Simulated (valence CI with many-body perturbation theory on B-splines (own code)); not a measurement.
## As⁺: electric-dipole lines

Computed by configuration interaction combined with many-body perturbation theory (CI+MBPT): four valence electrons over a frozen Dirac-Fock core [Ar] 3d10, radial functions for each j: 11 s, 11 p, 10 d, 8 f, 5 g, 2 h, with the one-electron correlation potential Σ1 (screened to all orders), the two-electron term Σ2, the three-electron term Σ3, Breit, model QED; selected single and double excitations, second order for the rest (own B-spline code, finite nucleus).

Set against measurement, 16 paired levels are off by 193 cm⁻¹ on average, the worst by 359. These come from a selection out of the NIST Handbook of Basic Atomic Spectroscopic Data. Levels without a partner in it may be off by more. Among the levels kept, up to 2200 cm⁻¹ of a level comes from second order outside the variational space, and about a tenth of that is noise between levels of different J, which matters for small intervals.

Lines 151 to 200 of 521 in falling wavelength, among levels below 17.296 eV, chosen from the strongest by gf and those to the six lowest levels. Wavelengths and rates use the calculated energies, so an error of 200 cm⁻¹ moves a line at 11220 Å by 2.2 % and its rate by three times that or more. Electric multipoles are in the length gauge, E1 and E2 with the static RPA response of the core. Weak lines are less certain than strong ones. Lines between different terms over intervals too small for the method are left out, as are lines whose strength nearly cancels. Where a level lies close to another of its J and parity, the split of strength between their lines is uncertain.

Levels are named by their leading jj configuration (3d3/2^4 stands for four electrons in 3d with j = 3/2), which in mixed levels can hold well under half, so a name can repeat and another be missing. Letters in brackets count levels of one name in rising energy.

```csv
λ vac (Å),Upper,Lower,A (s⁻¹),S (a.u.) with core polarisation,S without
11220,(4s^2 4p3/2 6d3/2) J=2,(4s^2 4p3/2 4f5/2) J=2,3.86e+06,1.35e+01,1.35e+01
11070,(4s^2 4p1/2 5f7/2) J=4,(4s^2 4p3/2 5d3/2) J=3,6.05e+06,3.65e+01,3.65e+01
11030,(4s^2 4p3/2 6d5/2) J=1,(4s^2 4p3/2 6p3/2) J=0,1.35e+07,2.69e+01,2.69e+01
10890,(4s 4p1/2 4p3/2^2) J=2 [c],(4s^2 4p3/2 5p3/2) J=2,2.73e+06,8.71e+00,8.71e+00
10850,(4s^2 4p1/2 6d3/2) J=2,(4s^2 4p1/2 6p3/2) J=2,4.01e+06,1.26e+01,1.27e+01
10780,(4s^2 4p1/2 6d5/2) J=3,(4s^2 4p1/2 4f7/2) J=4,1.88e+06,8.13e+00,8.13e+00
10720,(4s^2 4p1/2 6d3/2) J=2,(4s^2 4p1/2 6p3/2) J=1,5.28e+06,1.61e+01,1.61e+01
10680,(4s^2 4p3/2 6d5/2) J=2,(4s^2 4p3/2 6p3/2) J=2,3.84e+06,1.15e+01,1.15e+01
10540,(4s^2 4p3/2 6d5/2) J=4,(4s^2 4p3/2 6p3/2) J=3,3.60e+07,1.87e+02,1.87e+02
10370,(4s^2 4p3/2 6d3/2) J=0,(4s^2 4p3/2 6p1/2) J=1,2.90e+07,1.60e+01,1.60e+01
10360,(4s^2 4p3/2 6d5/2) J=3,(4s^2 4p3/2 4f5/2) J=2,1.27e+07,4.89e+01,4.90e+01
10320,(4s^2 4p1/2 6d5/2) J=3,(4s^2 4p1/2 6p3/2) J=2,3.37e+07,1.28e+02,1.28e+02
10310,(4s^2 4p3/2 6d3/2) J=1,(4s^2 4p3/2 6p1/2) J=1,2.26e+07,3.67e+01,3.67e+01
10310,(4s^2 4p3/2 6d5/2) J=2,(4s^2 4p3/2 6p1/2) J=1,1.29e+07,3.50e+01,3.50e+01
10300,(4s^2 4p3/2 7s) J=1 [a],(4s^2 4p1/2 6p1/2) J=0,1.10e+07,1.78e+01,1.78e+01
10250,(4s^2 4p3/2 6d3/2) J=3,(4s^2 4p3/2 6p1/2) J=2,2.32e+07,8.62e+01,8.63e+01
10220,(4s^2 4p3/2 6d3/2) J=2,(4s^2 4p3/2 6p1/2) J=2,5.94e+06,1.57e+01,1.57e+01
10210,(4s^2 4p1/2 6d5/2) J=2,(4s^2 4p1/2 6p3/2) J=2,3.35e+06,8.80e+00,8.81e+00
10190,(4s^2 4p3/2 5g9/2) J=3,(4s^2 4p3/2 4f7/2) J=2,5.51e+07,2.02e+02,2.02e+02
10190,(4s^2 4p3/2 6d5/2) J=3,(4s^2 4p3/2 6p3/2) J=2,1.52e+07,5.56e+01,5.57e+01
10160,(4s^2 4p3/2 5g7/2) J=2,(4s^2 4p3/2 4f5/2) J=1,4.93e+07,1.27e+02,1.28e+02
10150,(4s^2 4p3/2 5g7/2) J=2,(4s^2 4p3/2 4f7/2) J=2,4.75e+06,1.23e+01,1.23e+01
10090,(4s^2 4p1/2 6d5/2) J=2,(4s^2 4p1/2 6p3/2) J=1,2.20e+07,5.58e+01,5.59e+01
10090,(4s^2 4p3/2 5g9/2) J=5,(4s^2 4p3/2 4f5/2) J=4,1.42e+06,7.93e+00,7.93e+00
10060,(4s^2 4p3/2 5g7/2) J=4,(4s^2 4p3/2 4f5/2) J=4,4.56e+06,2.06e+01,2.06e+01
10050,(4s^2 4p3/2 6d3/2) J=3,(4s^2 4p3/2 6p3/2) J=3,9.85e+06,3.46e+01,3.46e+01
10030,(4s^2 4p1/2 6d3/2) J=2,(4s^2 4p1/2 6p1/2) J=1,2.70e+07,6.74e+01,6.74e+01
10010,(4s^2 4p1/2 4f5/2) J=3,(4s 4p1/2 4p3/2^2) J=2 [c],1.07e+07,3.72e+01,3.72e+01
9928,(4s^2 4p3/2 5g7/2) J=5,(4s^2 4p3/2 4f5/2) J=4,6.38e+07,3.39e+02,3.39e+02
9927,(4s^2 4p3/2 6d3/2) J=1,(4s^2 4p3/2 6p1/2) J=2,7.99e+06,1.16e+01,1.16e+01
9924,(4s^2 4p3/2 6d5/2) J=2,(4s^2 4p3/2 6p1/2) J=2,1.13e+07,2.72e+01,2.72e+01
9913,(4s^2 4p3/2 5g9/2) J=5,(4s^2 4p3/2 4f7/2) J=5,5.38e+06,2.85e+01,2.85e+01
9871,(4s^2 4p3/2 5f7/2) J=4,(4s^2 4p3/2 5d5/2) J=3,8.47e+06,3.62e+01,3.62e+01
9851,(4s^2 4p3/2 5g7/2) J=3,(4s^2 4p3/2 4f5/2) J=2,2.88e+07,9.50e+01,9.51e+01
9808,(4s^2 4p3/2 7s) J=1 [b],(4s^2 4p1/2 6p1/2) J=0,7.09e+06,9.90e+00,9.91e+00
9781,(4s^2 4p3/2 5g9/2) J=4,(4s^2 4p3/2 4f7/2) J=3,5.40e+07,2.24e+02,2.25e+02
9778,(4s^2 4p3/2 5g9/2) J=6,(4s^2 4p3/2 4f7/2) J=5,6.67e+07,4.00e+02,4.00e+02
9758,(4s^2 4p3/2 5g7/2) J=5,(4s^2 4p3/2 4f7/2) J=5,1.21e+06,6.10e+00,6.10e+00
9757,(4s^2 4p3/2 7s) J=2,(4s^2 4p1/2 6p3/2) J=1,3.53e+06,8.09e+00,8.10e+00
9743,(4s^2 4p3/2 5g7/2) J=3,(4s^2 4p3/2 4f7/2) J=3,3.19e+06,1.02e+01,1.02e+01
9719,(4s^2 4p3/2 6d3/2) J=2,(4s^2 4p3/2 6p3/2) J=1,2.18e+07,4.94e+01,4.94e+01
9697,(4s^2 4p3/2 5g7/2) J=3,(4s^2 4p3/2 6p3/2) J=2,2.44e+07,7.67e+01,7.68e+01
9680,(4s^2 4p1/2 5g9/2) J=5,(4s^2 4p1/2 4f7/2) J=4,6.72e+07,3.31e+02,3.31e+02
9656,(4s^2 4p3/2 5g7/2) J=2,(4s^2 4p3/2 4f5/2) J=2,5.16e+06,1.15e+01,1.15e+01
9647,(4s^2 4p1/2 5g9/2) J=4,(4s^2 4p1/2 4f7/2) J=4,2.68e+06,1.07e+01,1.07e+01
9646,(4s^2 4p1/2 5g7/2) J=4,(4s^2 4p1/2 4f7/2) J=4,1.45e+06,5.78e+00,5.78e+00
9646,(4s^2 4p3/2 5f7/2) J=3,(4s^2 4p3/2 5d5/2) J=3,2.43e+06,7.54e+00,7.54e+00
9630,(4s^2 4p1/2 5g7/2) J=3,(4s^2 4p1/2 4f5/2) J=2,6.08e+07,1.88e+02,1.88e+02
9630,(4s^2 4p1/2 5g9/2) J=4,(4s^2 4p1/2 4f7/2) J=3,3.11e+07,1.23e+02,1.24e+02
9629,(4s^2 4p1/2 5g7/2) J=4,(4s^2 4p1/2 4f7/2) J=3,3.59e+07,1.42e+02,1.42e+02
```
